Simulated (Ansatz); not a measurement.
CF₆Sn, SMILES `F[C](F)(F)[Sn]([F])([F])[F]`, charge 0, multiplicity 1.

Problem. Give a relaxed structure at PBE0-D4/def2-TZVP (Ansatz 0.2.0). (Best estimate.)

Solution. Ansatz gave: 
Z-matrix (Å, degrees):
```
C
F 1 1.329
F 1 1.329 2 108.6
F 1 1.329 2 108.6 3 -117.8
Sn 1 2.204 2 110.4 3 121.1
F 5 1.889 1 112.4 2 59.9
F 5 1.889 1 112.4 2 179.9
F 5 1.889 1 112.4 2 -60.1
```
Point group C3v.
